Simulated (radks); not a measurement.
The nuclear charge of neutral technetium is varied continuously with 43 electrons held in [Kr] 4d5 5s2. All-electron calculation, scalar-relativistic Kohn-Sham, BLYP, spin-polarised, spherical densities, finite nucleus; open shells are filled with parallel spins first (spin-orbit coupling, left out, can overturn this in heavy ions); Fermi nuclear charge, rms radius 4.4112 fm. Program: a radial shooting solver on a logarithmic mesh with Libxc functionals. By the Hellmann-Feynman theorem dE/dZ = E(electron-nucleus)/Z, the electronic potential at the nucleus (averaged over a nucleus of fixed radius). The scalar-relativistic energy here is not variational (the density holds large components alone), so the two differ by a part that grows with Z.

Z      E (hartree)  E(electron-nucleus)/Z (hartree)  HOMO  e(HOMO) (eV)  <r> HOMO (bohr)
42.75  -4226.24925                         -238.311    5s        -2.681            3.688
43     -4286.21029                         -240.225    5s        -4.341            3.474
43.25  -4346.65262                         -242.137    5s        -6.149            3.300
43.5   -4407.57584                         -244.048    5s        -8.091            3.153
43.75  -4468.97968                         -245.957    5s       -10.159            3.025
44     -4530.86403                         -247.866    5s       -12.346            2.913

The central difference of E at Z = 43 is -240.807 hartree, to compare with the third column; the second derivative is -7.7 hartree.
